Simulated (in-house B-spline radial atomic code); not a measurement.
Neutral carbon is squeezed into an impenetrable sphere of radius R (the orbitals vanish at R). Level of theory: non-relativistic r2SCAN, spin-polarised, spherical fractional occupations, point nucleus; calculated with a B-spline radial code for spherical atoms.

Energies in eV above the free atom in [He] 2s2 2p2:

| R (bohr) | highest level (eV) | [He] 2s2 2p2 | [He] 2s1 2p3 |
| --- | --- | --- | --- |
| 7.37 | -6.34 | 0.01402 | 3.134 |
| 5.86 | -6.11 | 0.1264 | 3.248 |
| 4.95 | -5.58 | 0.4981 | 3.629 |
| 4.27 | -4.59 | 1.437 | 4.58 |
| 3.67 | -2.68 | 3.77 | 6.907 |
| 3.3 | -0.576 | 6.951 | 10.04 |
| 2.42 | 11.4 | 32.06 | 34.13 |
| 2.29 | 14.8 | 40.72 | 42.29 |
| 1.9 | 30.7 | 86.25 | 84.6 |
| 1.39 | 93.2 | 260.5 | 241.2 |

Task: Does [He] 2s1 2p3 fall below [He] 2s2 2p2 under compression?

Result: Yes, between R = 2.29 and 1.9 bohr the order changes (near 2.1 bohr by linear interpolation).

The highest level is first positive in the row R = 2.42 bohr, pushed up by confinement above the zero of the free ion's potential. Each configuration is held fixed and needn't be the lowest in the sphere.
